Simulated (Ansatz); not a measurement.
Problem. Name a neutral molecule of C, N, O, Si and H with LUMO energy (PBE0/def2-TZVPP) between 0.35 and 0.65 eV and HOMO–LUMO gap (ωB97M-V/def2-TZVPP) between 12.30 and 12.60 eV (Ansatz, PBE0-D4/def2-TZVP geometry).

Solution. `NC(O)O[SiH3]` (0.54 eV, 12.48 eV). Other molecules can fit too; these were computed, each in one conformer that needn't be the lowest.
